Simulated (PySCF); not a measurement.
Compound: C4H12NPSi2.
Cartesian coordinates in Å at the GFN2-xTB level; atoms count from 1:
```xyz
20
C4H12NPSi2 angstrom
N     -3.3668   -0.0293    0.3402
C     -2.2015   -0.0081    0.7988
C     -0.8937   -0.0076    0.0512
C     -0.1192   -1.2714    0.4478
Si     1.3961   -1.6704   -0.6503
P      2.8616    0.0164   -0.7516
Si     1.3623    1.6759   -0.7094
C     -0.1464    1.2857    0.4014
H     -3.4274   -0.0480   -0.6785
H     -2.1132    0.0131    1.8830
H     -1.1035   -0.0290   -1.0263
H     -0.8047   -2.1212    0.4043
H      0.1898   -1.1805    1.4923
H      2.0774   -2.8406   -0.0921
H      0.9434   -1.9335   -2.0200
H      3.1037    0.0433    0.6088
H      2.0190    2.8788   -0.1926
H      0.9049    1.8816   -2.0873
H     -0.8501    2.1185    0.3291
H      0.1633    1.2370    1.4483
```

Computed at PBE0/pcSseg-1 (PySCF, non-relativistic), with Q(14N) = 0.02044 b: N1, 14N (I = 1): χzz = -5.000 MHz, η = 0.377.

(1) Find the zero-field quadrupole resonance frequencies of 14N at N1.

## Answers

(1) From ν± = (3/4)|χ|(1 ± η/3) and ν0 = |χ|η/2: ν+ 4.222 MHz, ν− 3.279 MHz, ν0 0.943 MHz (imine nitrogen).

In a crystal, neighbours and librations shift these lines. Geometry: GFN2-xTB, one conformer, isolated molecule. GFN2-xTB bond lengths can be off by several hundredths of an ångström, more for odd bonds, and the gradients follow them. The basis is small and wasn't made for field gradients, so the couplings can be 20 % off.

The run behind these numbers computed NMR shieldings as well. On one thread of an Arm Neoverse N1, no GPU, shared host with 64 logical CPUs at a one-minute load of 56, this took 81 s wall and 1.1 GiB of memory at its peak.
